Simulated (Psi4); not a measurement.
C$_{4}$H$_{6}$ClN$_{2}$Pd, charge +1, singlet, at a GFN2-xTB geometry (such geometries of metal compounds can be far from the true shape) (the multiplicity is a formal guess) (core potentials on Pd). Base run: SVWN/def2-SVP (Psi4).

Input for Psi4:
```
memory 2 GB

molecule {
1 1
Pd   -0.35637324    0.01987576    0.12555418
Cl    1.70157818   -0.08856845   -0.59531569
C     0.91244756   -2.41756458    3.64946867
C     0.47059379   -1.64451613    2.55105356
N     0.10048793   -1.01478026    1.65948693
H     1.35811432   -1.76683907    4.40358317
H     1.66151121   -3.13512869    3.31009091
H     0.07403315   -2.95776244    4.09176749
C    -1.33507777    2.43348223   -3.50559061
C    -1.06675793    1.67400875   -2.34345676
N    -0.85896022    1.05539646   -1.39344341
H    -0.60302534    2.18597443   -4.27633716
H    -1.26632658    3.49827300   -3.27718291
H    -2.33589425    2.21008696   -3.87820079
}

set {
  basis def2-svp
}

energy('svwn')
print_variables()
```

Variants of this job, named by their change:

```csv
change,ΔE vs base (µEh),SCF cycles,grid points,basis functions,outcome
base,0.0,15,301626,163,converged
d_convergence = 1e-8,0.0,18,301626,163,converged
e_convergence = 1e-4,0.0,15,301626,163,converged
d_convergence = 1e-4,0.1,14,301626,163,converged
df_basis_scf = def2-universal-jkfit,0.0,15,301626,163,converged
dft_spherical_points = 590,-13.0,15,587947,163,converged
guess = modhuckel,0.0,14,301626,163,converged
damping_percentage = 20,-,-,-,163,stopped with an error
d_convergence = 1e-10,0.0,22,301626,163,converged
guess = gwh,0.0,19,301626,163,converged
basis_guess = sto-3g,-,-,-,72,not converged
scf_type = cd,-,-,-,163,input refused
dft_pruning_scheme = treutler,-0.3,15,176384,163,converged
```

- damping_percentage = 20: ended with `Exception: ADIIS minimization failed. File a bug, and include your entire input and output files.`
- scf_type = cd: ended with `Fatal Error: Not enough memory for CD.`
